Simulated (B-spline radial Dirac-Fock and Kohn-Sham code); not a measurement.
EELS cross sections of the Ho N2 (4p1/2) edge

System: the Ho atom, configuration [Xe] 4f11 6s2. Calculated with an atomic code on a B-spline grid, using the first Born approximation with generalised oscillator strengths from a Dirac-Hartree-Slater potential (longitudinal and transverse terms; continuum final states only, so no white lines or fine structure). The edge is taken at 343.5 eV (tabulated value).

Partial cross sections σ(β, Δ) in barn, integrated over a window Δ above the edge and up to the collection semi-angle β, for parallel illumination:

```
E₀ (kV)  β (mrad)  Δ = 25 eV  Δ = 50 eV  Δ = 100 eV  Δ = 200 eV  Δ = 300 eV
     60        10        150        278         486         787         987
     60        20        244        452         789        1300        1660
     60       100        620       1190        2060        3380        4470
    100         5       83.9        155         271         436         542
    100        50        375        706        1210        1960        2560
    100       100        441        850        1490        2460        3270
    120        50        348        658        1130        1850        2410
    200         5          ?          ?           ?           ?           ?
    200        10        124        231         408         681         880
    200        20        184        340         588         969        1260
    200        50        280        536         933        1540        2040
    300         5       85.3        159         284         474         609
    300        20        178        332         571         938        1220
    300       100        241        465         818        1370        1820
```

Question: Give the row for 200 kV and 5 mrad.

Answer: 84.7 b for 25 eV, 158 b for 50 eV, 280 b for 100 eV, 463 b for 200 eV, 589 b for 300 eV.
